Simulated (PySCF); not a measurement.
C2H5FO2Si, SMILES C[Si@@H](C(O)=O)F.

Coordinates come from a B3LYP-D3(BJ)/def2-SVP optimisation. The structure was generated by enumeration; whether it is a known compound was not checked. The values are those of a single conformer.

These are CAM-B3LYP/def2-TZVP run with PySCF values and carry that method's errors.

The molecule is in vacuum.

Computed frontier levels, gap, dipole moment and polarisability:
```json
{
 "highest_occupied_level": "-9.50 eV",
 "lowest_empty_level": "0.29 eV",
 "orbital_gap": "9.79 eV",
 "dipole_moment": "0.66 D",
 "quadrupole, principal values (traceless, Buckingham form, about the centre of nuclear charge)": "-14.06, 2.09, 11.97 D·Å",
 "mean_static_polarisability": "53.7 bohr³ (7.96 Å³)",
 "polarisability_principal_values": "46.4, 53.4, 61.3 bohr³"
}
```
